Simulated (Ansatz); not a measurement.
Steps of a relaxation of C3H5FGe, SMILES `FC#C[CH2][GeH3]` with RKS PBE0-D4/def2-TZVP.

```sh
$ ansatz run in.yaml --threads 4 --pin off --events-out ev --progress --plain --max-ram 10444MiB
```

```yaml
crystal:
  periodic: [false, false, false]
  atoms:
    - {symbol: F, position_ang: [2.112366, -0.586531, 2.928439]}
    - {symbol: C, position_ang: [1.407322, -0.654821, 1.851610]}
    - {symbol: C, position_ang: [0.746343, -0.751660, 0.830634]}
    - {symbol: C, position_ang: [-0.054761, -0.793522, -0.381106]}
    - {symbol: Ge, position_ang: [-0.798491, 0.999278, -0.837534]}
    - {symbol: H, position_ang: [-0.908724, -1.496261, -0.277249]}
    - {symbol: H, position_ang: [0.544199, -1.140766, -1.249750]}
    - {symbol: H, position_ang: [-1.695820, 1.488175, 0.326855]}
    - {symbol: H, position_ang: [-1.639508, 0.891050, -2.138991]}
    - {symbol: H, position_ang: [0.370174, 1.993758, -1.050108]}
basis:
  gaussian: {orbitals: def2-TZVP}
hamiltonian: {xc: pbe0, dispersion: d4}
relax: {f_tol: 0.005, max_steps: 150}
```

Positions (Å) and forces (eV/Å) along the path, 9 of 9 steps:

```xyz
10
step=1 energy=-62413.4523 eV
F     2.112   -0.587    2.928   -0.382   -0.033   -0.581
C     1.407   -0.655    1.852   -0.983   -0.168   -1.526
C     0.746   -0.752    0.831    1.167    0.193    1.809
C    -0.055   -0.794   -0.381   -0.121   -0.269   -0.279
Ge   -0.798    0.999   -0.838    0.041   -0.016    0.054
H    -0.909   -1.496   -0.277    0.446    0.345    0.000
H     0.544   -1.141   -1.250   -0.257    0.173    0.470
H    -1.696    1.488    0.327    0.130   -0.075   -0.176
H    -1.640    0.891   -2.139    0.134    0.001    0.202
H     0.370    1.994   -1.050   -0.175   -0.149    0.026
10
step=2 energy=-62413.5060 eV
F     2.088   -0.577    2.895   -0.128   -0.001   -0.191
C     1.388   -0.648    1.825    0.164   -0.012    0.241
C     0.741   -0.745    0.825   -0.052    0.008   -0.077
C    -0.056   -0.791   -0.383   -0.043   -0.085   -0.096
Ge   -0.789    0.995   -0.825    0.015   -0.081   -0.007
H    -0.897   -1.489   -0.272    0.124    0.116   -0.009
H     0.542   -1.137   -1.236   -0.086    0.064    0.132
H    -1.682    1.479    0.329    0.020   -0.010   -0.017
H    -1.621    0.880   -2.116    0.004    0.019    0.014
H     0.370    1.981   -1.040   -0.018   -0.019    0.008
10
step=3 energy=-62413.5078 eV
F     2.086   -0.578    2.893   -0.024    0.008   -0.033
C     1.388   -0.648    1.826    0.045   -0.022    0.061
C     0.741   -0.744    0.825   -0.026    0.030   -0.030
C    -0.056   -0.789   -0.381   -0.014   -0.010   -0.024
Ge   -0.790    0.990   -0.828    0.011   -0.005    0.015
H    -0.893   -1.483   -0.271    0.003   -0.004    0.005
H     0.541   -1.132   -1.230    0.005   -0.003    0.004
H    -1.679    1.473    0.326   -0.006    0.004    0.004
H    -1.624    0.886   -2.118    0.002   -0.005    0.001
H     0.369    1.974   -1.039    0.004    0.007   -0.003
10
step=4 energy=-62413.5079 eV
F     2.084   -0.576    2.891    0.001    0.010    0.005
C     1.387   -0.647    1.825   -0.001   -0.026   -0.009
C     0.740   -0.744    0.824    0.005    0.020    0.013
C    -0.057   -0.790   -0.383   -0.002    0.000   -0.002
Ge   -0.788    0.990   -0.826   -0.001   -0.001   -0.002
H    -0.893   -1.484   -0.271   -0.005   -0.003    0.002
H     0.541   -1.134   -1.231    0.004    0.000   -0.005
H    -1.678    1.473    0.328    0.000   -0.001    0.001
H    -1.623    0.885   -2.115   -0.003    0.003   -0.003
H     0.370    1.975   -1.038    0.002   -0.001    0.000
10
step=5 energy=-62413.5076 eV rejected
F     2.084   -0.572    2.893    0.011    0.003    0.017
C     1.388   -0.649    1.826    0.008   -0.001    0.012
C     0.741   -0.741    0.825   -0.098   -0.010   -0.150
C    -0.058   -0.791   -0.385    0.073   -0.005    0.107
Ge   -0.789    0.989   -0.828    0.000    0.009    0.001
H    -0.894   -1.486   -0.272    0.011    0.003    0.001
H     0.541   -1.135   -1.233   -0.003   -0.001    0.010
H    -1.676    1.470    0.330   -0.001    0.003   -0.003
H    -1.626    0.891   -2.116    0.003   -0.002    0.005
H     0.372    1.972   -1.038   -0.004    0.002   -0.001
10
step=6 energy=-62413.5079 eV
F     2.084   -0.574    2.892    0.001    0.007    0.004
C     1.387   -0.648    1.825    0.002   -0.016   -0.002
C     0.740   -0.743    0.824   -0.014    0.012   -0.017
C    -0.057   -0.790   -0.384    0.012   -0.004    0.017
Ge   -0.789    0.990   -0.827   -0.001    0.002   -0.001
H    -0.893   -1.485   -0.271    0.000    0.000   -0.001
H     0.541   -1.134   -1.231   -0.001    0.000    0.000
H    -1.677    1.472    0.329    0.000    0.000    0.000
H    -1.624    0.888   -2.116    0.000    0.000    0.001
H     0.371    1.974   -1.038    0.000    0.000    0.000
10
step=7 energy=-62413.5080 eV
F     2.084   -0.576    2.892    0.000    0.002    0.001
C     1.388   -0.651    1.825    0.000   -0.001    0.000
C     0.740   -0.740    0.824    0.001   -0.007    0.000
C    -0.056   -0.789   -0.383   -0.003   -0.005   -0.007
Ge   -0.789    0.990   -0.828   -0.001    0.002   -0.001
H    -0.892   -1.485   -0.271    0.000    0.004    0.004
H     0.542   -1.134   -1.230    0.003    0.004    0.002
H    -1.677    1.473    0.328    0.000    0.000    0.000
H    -1.625    0.887   -2.116    0.000   -0.001    0.000
H     0.370    1.974   -1.040    0.000    0.000    0.000
10
step=8 energy=-62413.5080 eV
F     2.084   -0.575    2.893   -0.001    0.000   -0.001
C     1.388   -0.651    1.825   -0.007   -0.001   -0.011
C     0.740   -0.741    0.824    0.007    0.002    0.011
C    -0.056   -0.790   -0.383    0.001    0.000    0.001
Ge   -0.789    0.990   -0.827    0.001   -0.001    0.001
H    -0.892   -1.485   -0.271    0.000    0.000    0.000
H     0.542   -1.134   -1.231    0.000    0.000    0.000
H    -1.677    1.473    0.328    0.000    0.000    0.000
H    -1.625    0.887   -2.116    0.000    0.000    0.000
H     0.370    1.974   -1.040    0.000    0.000    0.000
10
step=9 energy=-62413.5080 eV
F     2.084   -0.575    2.893    0.001    0.000    0.001
C     1.388   -0.651    1.825    0.001    0.000    0.001
C     0.740   -0.741    0.824   -0.001    0.000   -0.002
C    -0.056   -0.790   -0.383    0.000    0.000    0.000
Ge   -0.789    0.990   -0.827    0.000    0.000    0.000
H    -0.892   -1.485   -0.271    0.000    0.000    0.000
H     0.542   -1.134   -1.231    0.000    0.000    0.000
H    -1.677    1.473    0.329    0.000    0.000    0.000
H    -1.625    0.887   -2.116    0.000    0.000    0.000
H     0.370    1.974   -1.040    0.000    0.000    0.000
```

Run time 36 s (4 threads of an Arm Neoverse V1 on a shared host); peak host memory 0.53 GiB.
